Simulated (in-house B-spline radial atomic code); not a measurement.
Radial electron density of S⁵⁺, [Ne] 3s1. Computed with an all-electron radial atomic-structure program (B-spline basis): non-relativistic RPBE, spin-polarised, spherical fractional occupations, point nucleus.

Columns: r (bohr), 4πr²n(r) (electrons per bohr), bar.

```
  0.0036   0.3882 #
 0.00429   0.5393 #
 0.00512    0.748 ##
 0.00611    1.032 ##
 0.00729    1.415 ###
 0.00869    1.922 #####
  0.0104    2.606 ######
  0.0124    3.475 ########
  0.0147    4.538 ###########
  0.0176     5.93 ##############
   0.021    7.574 ##################
   0.025    9.451 #######################
  0.0299    11.57 ############################
  0.0356     13.7 #################################
  0.0425    15.71 ######################################
  0.0507     17.3 ##########################################
  0.0604    18.19 ############################################
  0.0721    18.18 ############################################
   0.086    17.21 ##########################################
   0.103    15.47 #####################################
   0.122    13.64 #################################
   0.146     12.2 ##############################
   0.174    11.92 #############################
   0.208    12.99 ###############################
   0.248    14.95 ####################################
   0.295    16.77 #########################################
   0.352    17.39 ##########################################
    0.42    16.04 #######################################
   0.501    12.88 ###############################
   0.598    8.858 #####################
   0.713    5.231 #############
   0.851    2.784 #######
    1.01    1.619 ####
    1.21    1.158 ###
    1.44   0.9049 ##
    1.72   0.5927 #
    2.05   0.2944 #
    2.45   0.1034 
    2.92  0.02459 
    3.49 0.003434 
    4.16 0.0002883 
    4.96 1.154e-05
```

On this grid the curve has 2 maxima, near 0.0604, 0.352 bohr.

The 2p up radial function P(r) = rR(r), positive near the nucleus:

```csv
r (bohr),P
0.0036,0.001648
0.00512,0.003292
0.00729,0.00656
0.0104,0.01303
0.0147,0.02515
0.021,0.04885
0.0299,0.09238
0.0425,0.1694
0.0604,0.2987
0.086,0.5008
0.122,0.7777
0.174,1.104
0.248,1.377
0.352,1.45
0.501,1.227
0.713,0.7784
1.01,0.3416
1.44,0.08781
2.05,0.01058
```
